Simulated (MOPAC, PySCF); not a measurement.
F₃In, SMILES `[F][In]([F])[F]`, neutral singlet in the gas phase. 

Cartesian coordinates (Å):
```xyz
4

F      1.8646    -0.4519    -0.0022
In     0.0003     0.0001     0.0000
F     -0.5416     1.8402    -0.0177
F     -1.3233    -1.3884     0.0200
```
Charge 0, spin multiplicity 1.

All levels are single points at this geometry (PBE0-D4/def2-TZVP); Pople sets use spherical d functions. Orbital energies aren't observables, and empty levels follow the basis.

| level | HOMO (eV) | LUMO (eV) | gap (eV) | dipole (D) | vertical IE, Delta-SCF (eV) |
|---|---|---|---|---|---|
| PBE-D3(BJ)/def2-TZVP in PySCF | -9.18 | -4.36 | 4.82 | 0.00 | – |
| PBE0-D4/def2-TZVP in PySCF | -11.14 | -3.42 | 7.73 | 0.00 | 13.54 |
| B3LYP/6-311+G** (LANL2DZ on In) in PySCF | -11.18 | -3.80 | 7.39 | 0.00 | – |
| B3LYP/6-31G* (LANL2DZ on In) in PySCF | -10.06 | -2.85 | 7.21 | 0.00 | 12.91 |
| B3LYP/LANL2DZ in PySCF | -10.78 | -3.68 | 7.09 | 0.00 | – |
| M06-2X/6-31G* (LANL2DZ on In) in PySCF | -12.52 | -1.61 | 10.91 | 0.00 | – |
| PBE/6-31G* (LANL2DZ on In) in PySCF | -8.31 | -3.52 | 4.80 | 0.00 | – |
| SVWN5/6-31G* (LANL2DZ on In) in PySCF | -8.49 | -3.70 | 4.79 | 0.00 | – |
| PM3 in MOPAC | -15.86 | -3.41 | 12.45 | 0.00 | – |
